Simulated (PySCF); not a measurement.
Compound: CF3COOSiMe3, C5H9F3O2Si.
Z-matrix (Å and degrees, PBE0-D3(BJ)/def2-SVP geometry), rows numbered from 1:
```
C 
Si  1  1.8640
C   2  1.8633  1  112.64
C   2  1.8614  1  112.89  3   129.34
O   2  1.7466  1  107.68  3  -119.20
C   5  1.3112  2  123.76  1    61.20
O   6  1.1995  5  127.05  2     0.49
C   6  1.5415  5  110.55  2  -179.45
F   8  1.3212  6  110.86  5   179.77
F   8  1.3317  6  110.29  5   -59.88
F   8  1.3316  6  110.18  5    59.52
H   1  1.0999  2  110.53  3    55.72
H   1  1.1019  2  110.19  3   -63.95
H   1  1.1008  2  111.24  3   176.46
H   3  1.1008  2  111.55  1  -175.85
H   3  1.1020  2  109.77  1    64.66
H   3  1.0999  2  110.59  1   -54.87
H   4  1.1008  2  110.77  1   175.01
H   4  1.1013  2  111.00  1   -64.95
H   4  1.1007  2  110.82  1    55.16
```

Jobs on this species (20 atoms, 96 electrons) with PySCF (density fitting). Hardware of each: one thread of an Arm Neoverse N1, shared host. Times come from a shared host and carry two figures at best. Peak memory is the resident size of the whole Python process, interpreter and libraries included.

| level and settings | work | basis functions | SCF cycles | wall time | peak memory |
| --- | --- | --- | --- | --- | --- |
| PBE0/pcSseg-1, IEF-PCM acetone | shieldings, charges and field gradients | 239 | ? | ? | ? |
| PBE0-D3(BJ)/def2-SVP, grid level 1 | geometry optimisation from a GFN2-xTB start shaken at random | 203 | 67 | 6.3 min | 0.90 GiB |
| PBE0/pcSseg-1, IEF-PCM chloroform | shieldings | 239 | 14 | 81 s | 1.3 GiB |
| wB97X-D/pcSseg-1, IEF-PCM chloroform | shieldings | 239 | 14 | 1.8 min | 1.4 GiB |
| WP04/pcSseg-1, IEF-PCM chloroform | shieldings | 239 | 15 | 82 s | 1.2 GiB |

**Question.** Fill in the missing figures.

**Answer.** 
- PBE0/pcSseg-1, IEF-PCM acetone; shieldings, charges and field gradients: 86 s, 1.3 GiB, 14 SCF cycles

**Question.** What do all jobs in the table cost together?

**Answer.** About 12 min; the longest takes about 51 % of that, and about 4.7 times as long as the shortest.
